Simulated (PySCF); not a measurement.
Compound: CH10OS2Si3.
Numbering: `[CH3:1][SiH2:2][O:3][SiH2:4][S:5][SiH2:6][SH:7]` (hydrogens: H8, H9, H10 on C1; H11, H12 on Si2; H13, H14 on Si4; H15, H16 on Si6; H17 on S7)

The geometry is computed with GFN2-xTB (gas phase).

Question: List the bond lengths, angles and torsions at this level.

Answer: 
| bond | length (Å) | order |
| --- | --- | --- |
| C1–Si2 | 1.893 | single |
| Si2–O3 | 1.643 | single |
| O3–Si4 | 1.598 | single |
| Si4–S5 | 2.146 | single |
| S5–Si6 | 2.138 | single |
| Si6–S7 | 2.136 | single |
| C1–H8, C1–H9, C1–H10 | 1.087 | single |
| Si2–H11, Si2–H12 | 1.462 | single |
| Si4–H13, Si4–H14 | 1.453 | single |
| Si6–H15, Si6–H16 | 1.454 | single |
| S7–H17 | 1.323 | single |

Bonds in one row agree within 0.01 Å and their mean is given. Orders are formal, as drawn. A selection of angles:
| angle | degrees |
| --- | --- |
| Si2–C1–H8 | 111.4 |
| H8–C1–H9 | 107.7 |
| C1–Si2–O3 | 109.2 |
| C1–Si2–H11 | 112.4 |
| C1–Si2–H12 | 113.6 |
| O3–Si2–H11 | 105.9 |
| O3–Si2–H12 | 101.5 |
| H11–Si2–H12 | 113.4 |
| Si2–O3–Si4 | 154.3 |
| O3–Si4–S5 | 107.7 |
| O3–Si4–H13 | 108.2 |
| O3–Si4–H14 | 109.0 |
| S5–Si4–H13 | 108.2 |
| H13–Si4–H14 | 115.8 |
| Si4–S5–Si6 | 101.3 |
| S5–Si6–S7 | 106.2 |
| S5–Si6–H15 | 110.3 |
| S7–Si6–H15 | 108.9 |
| H15–Si6–H16 | 111.9 |
| Si6–S7–H17 | 96.8 |

Torsions: C1–Si2–O3–Si4 -42° (synclinal); Si2–O3–Si4–S5 -8° (synperiplanar); O3–Si4–S5–Si6 -177° (antiperiplanar); Si4–S5–Si6–S7 178° (antiperiplanar); H17–S7–Si6–S5 0° (synperiplanar). The mirror-image conformer, all signs reversed, is as good.

Si4 (oxygen-bound silicon) is distorted tetrahedral (angles from 107.7° to 115.8°). S5 (sulfur bonded to 2 Si) is bent (angle 101.3°). Si6 (SiH2 silicon) is tetrahedral (angles from 106.2° to 111.9°). The O–Si distances run from 1.598 Å (O3–Si4, drawn single) to 1.643 Å (Si2–O3, drawn single), a spread of 0.045 Å. Si2 (oxygen-bound silicon) is distorted tetrahedral (angles from 101.5° to 113.6°).

Point group: C1 (no symmetry element, even within 0.4 Å). No GFN2-xTB frequencies stand behind this structure, so it isn't proved a minimum. The numbers are those of one conformer (C1–Si2–O3–Si4 -42°, Si2–O3–Si4–S5 -8°, O3–Si4–S5–Si6 -177°, Si4–S5–Si6–S7 178°, S5–Si6–S7–H 0°).
